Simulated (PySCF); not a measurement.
# Working out the ionisation energy of I⁺

I⁺ [Kr] 4d10 5s2 5p4 (3P) → I²⁺ [Kr] 4d10 5s2 5p3 (4S). All numbers are calculated (PySCF 2.14, scalar relativity through the core potential, in aug-cc-pVDZ-PP with ECP28MDF). Frozen: 4s2 4p6 4d10. Energies in hartree (1 hartree = 27.21139 eV):

```json
{"part": "UHF", "I⁺ (lower)": "-294.301268", "I²⁺ (upper)": "-293.654396"}
{"part": "CCSD correlation", "I⁺ (lower)": "-0.075545", "I²⁺ (upper)": "-0.060183"}
{"part": "(T)", "I⁺ (lower)": "-0.000957", "I²⁺ (upper)": "-0.000553"}
```

Problem. What does Hartree-Fock give?

Solution. (-293.654396) − (-294.301268) = 0.646872 hartree = 17.602 eV.

Problem. What do CCSD and CCSD(T) give?

Solution. The CCSD correlation energies differ by 0.015362 hartree = 0.418 eV and the triples by 0.000404 hartree = 0.011 eV, so CCSD gives 18.020 eV and CCSD(T) 18.031 eV.

Measured between the centres of the two terms (NIST): 18.750 eV, so CCSD(T) (valence) is off by -0.719 eV.

A double-zeta basis recovers only part of the correlation energy.

What remains against the reference includes basis incompleteness, the frozen core and higher excitations.
